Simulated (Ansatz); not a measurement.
Input file for Ansatz (a quantum-chemistry and plane-wave program): R-PBE/def2-TZVPP on BFH2O (SMILES OBF), a point of a torsion scan.

Ansatz 0.2 input:
```yaml
crystal:
  periodic: [false, false, false]
  atoms:
    - {symbol: O, position_ang: [0.91467416, -0.00266390, -0.29555686]}
    - {symbol: B, position_ang: [-0.36256817, 0.20870421, -0.01126033]}
    - {symbol: F, position_ang: [-1.14731487, -0.81192818, 0.33848566]}
    - {symbol: H, position_ang: [1.53710084, -0.38808942, 0.31476404]}
    - {symbol: H, position_ang: [-0.90136640, 1.20658881, -0.31133929]}
basis:
  gaussian:
    orbitals: def2-TZVPP
hamiltonian:
  xc: {name: PBE}
scf: {lower_state_search: off}
```

The head of its log:

```
WARN ansatz: RAYON_NUM_THREADS=1 ignored (pool sized by the plan → 1); use --threads N
Functional definition: PBE
these checks for a lower state are left out or cut short: stability, starts, cluster_reference, orbital_swaps, neighbouring_geometries, increment
integrals: 0.03 GiB planned
594 factors; their error is unknown
mean field: 0.27 GiB planned
mean field evaluation 1: about -5465.6782 eV, gradient 6.3e1 eV
mean field evaluation 2: about -5444.7248 eV, gradient 1.2e2 eV
```

Task: Predict the final total energy.

Result: -201.0837 hartree.
